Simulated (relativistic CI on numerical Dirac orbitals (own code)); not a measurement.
# Tc⁴⁺: 3d photoemission

Computed with this model: Dirac-Coulomb-Breit CI, separate exchange-only KLI orbitals for each configuration, a model potential for QED, multiplet model of photoemission in the sudden approximation, unscaled Slater integrals; configurations [Kr] 4d3 → [Ar] 3d9 4s2 4p6 4d3; 300 K; Lorentzian 0.21 eV and Gaussian 0.5 eV FWHM. Energies are those of the free ion, without screening or charge transfer. The energies are binding energies and can lie tens of eV above those of solids. S is read from ⟨S²⟩ = S(S + 1).

Field parameters in Wybourne normalisation: Td as Oh with Dq negative (B⁴₀ = 21Dq, B⁴₄ = √(5/14) B⁴₀). The field is a parameter set, without covalency.

Peaks in eV (height, largest 100): 315.1 (97), 315.7 (100), 317.6 (15), 319.2 (80), 329.7 (9).

Task: Which surroundings give this spectrum?
A. Td, 10Dq = -14550 cm⁻¹
B. Td, 10Dq = -8900 cm⁻¹
C. free ion

Result: C. free ion, where the ground state has S = 1.49.
